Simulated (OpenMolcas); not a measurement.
**A ladder of methods for Si2H3F3 (SMILES F[Si](F)(F)[SiH3])**

Si2H3F3: 8 atoms, total charge 0, spin state singlet. As SMILES, `F[Si](F)(F)[SiH3]`. Geometry: relaxed at PBE0-D4/def2-TZVP.

Each level gives the HOMO–LUMO gap (eV). The values are calculated.

```csv
level,kind,program,value (eV),CPU time
HF/cc-pVDZ,Hartree–Fock,OpenMolcas,15.79,15 s
SVWN5/cc-pVDZ,LDA,OpenMolcas,7.00,41 s
revPBE/cc-pVDZ,GGA,OpenMolcas,7.12,45 s
M06-L/cc-pVDZ,meta-GGA,OpenMolcas,7.71,54 s
TPSS/cc-pVDZ,meta-GGA,OpenMolcas,7.42,57 s
r2SCAN/cc-pVDZ,meta-GGA,OpenMolcas,7.69,54 s
B3LYP/cc-pVDZ,global hybrid,OpenMolcas,8.88,47 s
B2PLYP/cc-pVDZ,double hybrid,OpenMolcas,11.73,31 s
```

The values span 7.00 to 15.79 eV. Orbital gaps aren't excitation energies, and those of double hybrids come from the SCF part alone; they tend to grow with the share of exact exchange. CPU times are rough (shared hosts, several kinds of processor): they show what a rung costs within a factor of a few.
